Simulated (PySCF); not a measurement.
Relaxation of singlet ClHfN

Level of theory: PBE0/[Hf def2-TZVP with ECP60, N def2-TZVP, Cl def2-TZVP], scalar-relativistic core potentials, density fitting, no spin–orbit coupling, PySCF. A (50,194) grid was used.

A hand-made linear start, of C∞v symmetry, held to at least that symmetry:

```xyz
3
charge 0 multiplicity 1, angstrom
Hf    0.0000    0.0000   -0.2684
N     0.0000    0.0000   -2.1484
Cl    0.0000    0.0000    2.2416
```

Question: What does it relax to?

Answer: It ends at C∞v with Hf–Cl 2.498 Å, Hf–N 1.709 Å; Cl–Hf–N 180.0° (after a last refinement on a finer grid). A frequency run shows 2 imaginary modes (one degenerate set), down to 141i cm⁻¹, so it is a higher-order saddle point.

Question: How much energy is released, and in how many steps?

Answer: 58.3 kJ/mol in 4 steps.

No spin–orbit coupling is included, which matters more the heavier the element.
